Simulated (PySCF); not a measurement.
C3H8FNSi, SMILES [SiH3][C@H](/C=N/C)F. Heavy atoms are numbered as in [CH3:1]/[N:2]=[CH:3]/[C@H:4]([F:5])[SiH3:6]. Hydrogens are named by the atom that carries them.

The structure is a stationary point at B3LYP-D3(BJ)/def2-SVP. The structure was generated by enumeration; whether it is a known compound was not checked. One conformer was computed; it need not be the lowest.

The numbers are results of B3LYP/pcSseg-1 (PySCF), not measurements.

GIAO shieldings, no solvent; atoms alike by connectivity are averaged. δ = σ(ref) − σ: ¹³C against TMS (σ = 181.3 ppm); ¹⁵N against NH3 (σ = 265.5 ppm); ¹⁹F against CFCl3 (σ = 161.7 ppm); ²⁹Si against TMS (σ = 338.7 ppm); ¹H against TMS (σ = 31.68 ppm), references at their B3LYP-D3(BJ)/def2-TZVP geometries, non-relativistic.

```csv
nucleus,atoms,count,δ (ppm)
¹³C,C3 (CH),1,175.0
¹³C,C4 (CH),1,95.8
¹³C,C1 (CH3),1,53.2
¹⁵N,N2,1,383.9
¹⁹F,F5,1,-259.9
²⁹Si,Si6 (SiH3),1,-69.9
¹H,H on C3,1,8.37
¹H,H on C4,1,5.56
¹H,H on Si6,3,4.10
¹H,H on C1,3,3.83
```
